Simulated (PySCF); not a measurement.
SiCl3(SeBu), C4H9Cl3SeSi.
Atom-mapped SMILES: `[CH3:1][CH2:2][CH2:3][CH2:4][Se:5][Si:6]([Cl:7])([Cl:8])[Cl:9]` (hydrogens: H10, H11, H12 on C1; H13, H14 on C2; H15, H16 on C3; H17, H18 on C4)

Method: PySCF 2.14.0, PBE0-D3(BJ)/def2-SVP geometry optimisation, gas phase; density fitting, grid level 1; the optimiser is geomeTRIC in internal coordinates, started from a GFN2-xTB structure with every atom displaced at random (about 0.01 Å).

Geometry at step 2:
```
atom  x, y, z in Å
C1     -2.1428   -1.2397   -0.6950
C2     -1.4233   -0.1290    0.0496
C3     -0.3836    0.5781   -0.8053
C4      0.3768    1.6939   -0.1148
Se5     1.3685    1.2192    1.5339
Si6     2.6803   -0.3697    0.6617
Cl7     1.7461   -2.1984    0.4369
Cl8     4.2791   -0.6617    1.9058
Cl9     3.3536    0.1651   -1.2181
H10    -1.4358   -2.0266   -1.0092
H11    -2.9085   -1.7169   -0.0655
H12    -2.6418   -0.8632   -1.6026
H13    -0.9278   -0.5424    0.9452
H14    -2.1515    0.6130    0.4236
H15     0.3222   -0.1618   -1.2174
H16    -0.8751    1.0338   -1.6853
H17     1.1081    2.1618   -0.7888
H18    -0.3035    2.4811    0.2450
```

**Question.** Give the atomic forces at this geometry.

**Answer.** 
```
atom  Fx (eV/Å)  Fy (eV/Å)  Fz (eV/Å)
  C1      0.037     -0.075     -0.037
  C2      0.015      0.018      0.068
  C3     -0.045      0.019      0.034
  C4      0.063      0.029     -0.034
 Se5     -0.037      0.001     -0.014
 Si6      0.016     -0.108     -0.213
 Cl7      0.029      0.112      0.001
 Cl8     -0.007      0.032     -0.007
 Cl9     -0.060     -0.029      0.184
 H10     -0.027      0.051      0.020
 H11      0.000      0.004     -0.001
 H12     -0.008      0.002      0.010
 H13     -0.011      0.000     -0.025
 H14      0.000     -0.004     -0.009
 H15      0.037     -0.007     -0.012
 H16      0.005     -0.023      0.009
 H17     -0.004     -0.021      0.018
 H18     -0.004     -0.001      0.009
```

The largest, 0.24 eV/Å, acts on Si6; the rms over all components is 0.051 eV/Å. The forces sum to zero within rounding, as they must for an isolated molecule in no field.

**Question.** Give the force on Si6 in Eh/bohr and in nN.

**Answer.** 0.239 eV/Å ÷ 51.422 = 0.00465 Eh/bohr, and 0.239 eV/Å × 1.602 = 0.38 nN.

**Question.** How far is this geometry from the end of the optimisation?

**Answer.** 0.003 eV above it, and 0.020 Å rms away after alignment. The bonds farthest from their final lengths, with half the difference of the two atoms' forces along the bond (positive lengthens):

```csv
bond,now (Å),final (Å),force along bond (eV/Å)
Si6–Cl9,2.067,2.056,-0.18
Si6–Cl7,2.066,2.059,-0.11
Se5–Si6,2.237,2.239,+0.09
C1–H10,1.104,1.102,-0.07
C4–Se5,1.982,1.980,-0.01
```

The angle farthest from its final value is C3–C4–Se5, 117.0° against 116.4°.

What follows is the cost of the whole optimisation. On Arm Neoverse V1, one thread, shared host with 32 logical CPUs at a one-minute load of 12, this took 4.0 min and 1.3 GiB of memory at its peak.
